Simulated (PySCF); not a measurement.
Al(CF3)(Cl)(F), CAlClF4, SMILES [F][Al]([Cl])[C](F)(F)F at its B3LYP/def2-SVP optimised geometry (Å):

```
7

Al    -0.7289    -0.1638     0.0000
C      1.2788    -0.1638     0.0000
F      1.7926     0.6942    -0.9093
F      1.8036    -1.3777    -0.2620
F      1.7519     0.2178     1.2121
Cl    -1.8036     1.6174     0.0000
F     -1.5181    -1.6174     0.0274
```

Level of theory: B3LYP/def2-TZVP in PySCF. Cells within 0.4 Å of a nucleus heavier than hydrogen are left out (blank, or x).

Map of the Laplacian of the electron density (e/bohr⁵) on the plane z = 1.5 Å:

```
|0000000000000000000000000000000|
|0000000000000000000000000000000|
|0000000000000000000000000000000|
|0000000000000000000000000000000|
|0000000000000000000000000000000|
|0000000000000000000000000000000|
|0000000000000000000000000000000|
|0000000000000000000000000000000|
|0000000000000000000000000000000|
|0000000000000000000000000000000|
|0000000000000000000000000000000|
|0000000000000000000012210000000|
|0000000000000000000148852000000|
|0000000000000000001392394100000|
|000000000000000000157xx76100000|
|000000000000000000148xx85100000|
|0000000000000000000269972000000|
|0000000000000000000123321000000|
|0000000000000000000000000000000|
|0000000000000000000000000000000|
|0000000000000000000000000000000|
|0000000000000000000000000000000|
|0000000000000000000000000000000|
|0000000000000000000000000000000|
|0000000000000000000000000000000|
|0000000000000000000000000000000|
|0000000000000000000000000000000|
|0000000000000000000000000000000|
|0000000000000000000000000000000|
|0000000000000000000000000000000|
|0000000000000000000000000000000|
```
Scale: ten equal steps from 0.000 (start of '0') to 1.25 (end of '9'), in the order '0123456789'; x runs from -4.00 to 4.00, y from -4.00 (bottom) to 4.00 (top).
